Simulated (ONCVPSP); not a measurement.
## Before and after: ONCV potential for La (Z = 57)

- Element: La
- Generator: ONCVPSP 4.0.1
- Type: optimised norm-conserving Vanderbilt (ONCV)
- Functional: BLYP
- Relativity: scalar-relativistic
- Frozen core: [Kr] 4d10
- Valence charge: 11
- Reference configuration: 5s2 5p6 5d1 6s2
- Partial waves: 5s+6s: rc 2.60 bohr, ncon 4, nbas 9, qcut 3.8 1/bohr, 2 projectors; 5p: rc 1.80 bohr, ncon 4, nbas 8, qcut 5.5 1/bohr, 1 projector; 5d: rc 2.65 bohr, ncon 4, nbas 7, qcut 3.4 1/bohr, 2 projectors, debl 0.9 Ha; f scattering state at 0.38 Ha: rc 2.70 bohr, ncon 3, nbas 8, qcut 4 1/bohr, 1 projector
- Local potential: polynomial inside 1.25 bohr (lpopt 5, dvloc0 1 Ha)
- Core correction: none

In the f channel the program set the typed energies aside and used -0.151 Ha.

Change: all radii scaled by about 0.79 (s 2.04, p 1.42, d 2.08, f 2.12 bohr); local potential polynomial inside 0.98 bohr (lpopt 5, dvloc0 1 Ha).

Cutoffs: the cutoffs (Ha) at which the residual kinetic energy of the hardest occupied pseudo-wave falls to 1 and 0.1 mHa per electron; they do not see the model core or the augmentation charge, which bear on the density cutoff. Errors are all-electron minus pseudo energies relative to the spin-unpolarised reference configuration.

Q: What does the change do?

A: The potential gets harder (13 Ha and 24 Ha → 33 Ha and 98 Ha); the bound ghosts move from s to p, s; the number of tests with a reliable result goes from 4 to 3; of the 3 tests that both files solve, the error grows in 0 and shrinks in 2 by more than 15 % and 0.3 meV (median size 3.8 → 2.7 meV). A smaller radius makes the pseudo-wave follow the all-electron one further in, where it bends more sharply, so more plane waves are needed.

| quantity | base | changed |
| --- | --- | --- |
| cutoff, loose | 13 Ha | 33 Ha |
| cutoff, tight | 24 Ha | 98 Ha |
| loose cutoff by channel | s 5.0 Ha, p 13 Ha, d 5.6 Ha | s 20 Ha, p 33 Ha, d 5.7 Ha |
| bound ghosts | s | s, p |
| GHOST(+) flags under 300 eV | none | d at 84.2 eV |
| tests with a reliable result | 4 of 4 | 3 of 4 |
| error for 5s2 5p6 5d1 6s1, meV [ΔE 5.87 eV] | -1.2 | -1.0 |
| error for 5s2 5p6 5d1 6s0, meV [ΔE 16.83 eV] | -3.8 | -2.7 |
| error for 5s2 5p6 5d0 6s0, meV [ΔE 35.70 eV] | +11 | +2.8 |

Base: The cutoffs count occupied waves only; projector 1 of the f channel, the hardest unoccupied one, needs 54 Ha at the loose tolerance. A true bound ghost makes a file unfit for plane-wave use even where its test errors are small: the radial tests pick states by their node count and pass the ghost by.
